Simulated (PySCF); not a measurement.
## Ionisation energy of Er³⁸⁺ by level of theory

Er³⁸⁺ [Ar] 3d10 4s2 (1S) → Er³⁹⁺ [Ar] 3d10 4s1 (2S), as a difference of total energies. All numbers are calculated (PySCF 2.14, scalar relativity by spin-free X2C-1e, in an even-tempered Gaussian basis (19 s from 3.9 bohr⁻², ratio 2.5; 13 p from 5.1 bohr⁻², ratio 2.5; 8 d from 9 bohr⁻², ratio 2.5; 4 f from 24 bohr⁻², ratio 2.7; 4 g from 35 bohr⁻², ratio 2.7)). Correlated levels: outer shells: [Ne] frozen; virtual orbitals above 40 to 60 times the deepest correlated orbital energy dropped. The calculations carry no spin-orbit coupling.

Task: Order these methods by the ionisation energy they give, lowest first.
A. MN15
B. UHF
C. M06-L
D. PBE

Result: B (1800.6 eV), A (1801.6 eV), C (1803.2 eV), D (1808.3 eV).

Breit and QED terms and the two-electron picture change are absent.

For comparison: 1803 ± 4 eV (theoretical estimate listed by NIST; NIST Atomic Spectra Database, ionization energies).
